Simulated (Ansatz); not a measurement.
Consider the formal exchange of groups at the Si–S bond: `F[SiH2]S[SiH2]Cl` + `NBO` → `NB(O)[SiH2]F` + `S[SiH2]Cl`.

Calculated with Ansatz (gas phase, PBE0-D4/def2-TZVP geometries, no zero-point term in ΔE). CBS: MP2 limit from def2 TZ/QZ plus the TZ coupled-cluster correction, frozen cores. This one scheme is used for every species. Functionals use def2-TZVPP. Each species was taken in one conformer, which may not be the lowest.

`F[SiH2]S[SiH2]Cl`:

Z-matrix (Å, degrees):
```
Si
S 1 2.123
F 1 1.596 2 110.7
H 1 1.477 2 107.2 3 117.5
H 1 1.479 2 110.5 3 -118.7
Si 2 2.128 1 97.6 3 84.9
Cl 6 2.050 2 111.7 1 83.0
H 6 1.479 2 110.4 1 -36.4
H 6 1.477 2 106.9 1 -158.8
```

`NBO`:

Z-matrix (Å, degrees):
```
N
B 1 1.397
H 1 1.003 2 122.7
H 1 1.006 2 122.6 3 -180.0
O 2 1.371 1 118.7 3 -180.0
H 2 1.202 1 119.9 3 -0.0
H 5 0.957 2 112.5 1 -180.0
```

`NB(O)[SiH2]F`:

Z-matrix (Å, degrees):
```
Si
F 1 1.620
B 1 2.029 2 105.0
H 1 1.489 2 107.1 3 122.6
H 1 1.489 2 107.1 3 -122.5
O 3 1.372 1 118.5 2 -0.2
N 3 1.398 1 123.6 2 179.8
H 6 0.959 3 113.2 1 0.0
H 7 1.008 3 121.8 1 180.0
H 7 1.003 3 124.1 1 -0.0
```

`S[SiH2]Cl`:

Cartesian coordinates in Å:
```
S -1.175 -1.059 -0.635
Si 0.269 0.077 0.422
Cl -0.123 2.093 0.396
H -0.786 -0.618 -1.844
H 1.617 -0.097 -0.160
H 0.198 -0.396 1.821
```

```json
{"level": "PBE-D4", "ΔE (kJ/mol)": "86.0", "difference from CCSD(T)/CBS": "-10.6"}
{"level": "r2SCAN-D4", "ΔE (kJ/mol)": "94.1", "difference from CCSD(T)/CBS": "-2.5"}
{"level": "PBE0-D4", "ΔE (kJ/mol)": "91.2", "difference from CCSD(T)/CBS": "-5.4"}
{"level": "ωB97X-V", "ΔE (kJ/mol)": "91.1", "difference from CCSD(T)/CBS": "-5.5"}
{"level": "B2PLYP", "ΔE (kJ/mol)": "93.2", "difference from CCSD(T)/CBS": "-3.4"}
{"level": "CCSD/def2-TZVPP", "ΔE (kJ/mol)": "91.9", "difference from CCSD(T)/CBS": "-4.7"}
{"level": "HF/def2-QZVPP", "ΔE (kJ/mol)": "98.4", "difference from CCSD(T)/CBS": "1.8"}
{"level": "MP2/def2-QZVPP", "ΔE (kJ/mol)": "106.1", "difference from CCSD(T)/CBS": "9.5"}
{"level": "SCS-MP2/def2-QZVPP", "ΔE (kJ/mol)": "101.6", "difference from CCSD(T)/CBS": "5.0"}
{"level": "HF/CBS(def2)", "ΔE (kJ/mol)": "98.5", "difference from CCSD(T)/CBS": "1.9"}
{"level": "CCSD(T)/CBS", "ΔE (kJ/mol)": "96.6", "difference from CCSD(T)/CBS": "0"}
```

Largest T1 diagnostic among the species: 0.013.

From PBE to PBE0 (25 % exact exchange), in def2-TZVPP and without D4, ΔE moves by +5.4 kJ/mol. The D4 term adds +5.2 kJ/mol with B3LYP and +2.9 kJ/mol with PBE0; it sums over pairs of atoms, weighted by their polarisabilities, and B3LYP, whose exchange is more repulsive, gets the larger term.

B3LYP here is the variant with VWN-RPA as its local correlation; programs differ in this.
